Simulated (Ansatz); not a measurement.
Consider the ligand exchange at the Si–N bond: `NN([SiH3])[SiH3]` + `[NH2][AlH2]` → `[AlH2][NH][SiH3]` + `NN[SiH3]`.

Computed with Ansatz on PBE0-D4/def2-TZVP structures; ΔE is electronic, products minus reactants. CCSD(T)/CBS is the MP2 limit (def2-TZVPP, def2-QZVPP) plus CCSD(T) − MP2 in def2-TZVPP, frozen cores. This one scheme is used for every species. DFT in def2-TZVPP. B3LYP here is the variant with VWN-RPA as its local correlation; programs differ in this. HSE06 is defined as in plane-wave codes. Each species was taken in one conformer, which may not be the lowest.

(1) Is it downhill or uphill in electronic energy at CCSD(T)/CBS, and by how much? (Estimate.)

(2) What do these levels give: LDA (SPW92), BLYP-D4, B3LYP-D4, ωB97X-V, ωB97M-V, revPBE, PBE0, HSE06, CAM-B3LYP, HF/def2-SVP, CCSD/def2-SVP, CCSD/def2-TZVPP? (Estimate.)

Largest T1 diagnostic among the species: 0.011.

Answers

(1) Ansatz gave: Uphill: ΔE = +0.03 eV.

(2) Ansatz gave: LDA (SPW92) 0.01, BLYP-D4 0.06, B3LYP-D4 0.03, ωB97X-V 0.01, ωB97M-V 0.02, revPBE -0.02, PBE0 -0.03, HSE06 -0.03, CAM-B3LYP -0.01, HF/def2-SVP -0.05, CCSD/def2-SVP 0.04, CCSD/def2-TZVPP 0.02 eV.

Leaving LDA and LC-ωPBE aside and taking each functional with its dispersion term where it has one, the values, not all of them listed here, spread over 0.07 eV, from PBE-QIDH to BLYP-D4. The D4 term adds +0.05 eV with B3LYP and +0.03 eV with PBE0; it sums over pairs of atoms, weighted by their polarisabilities, and B3LYP, whose exchange is more repulsive, gets the larger term.
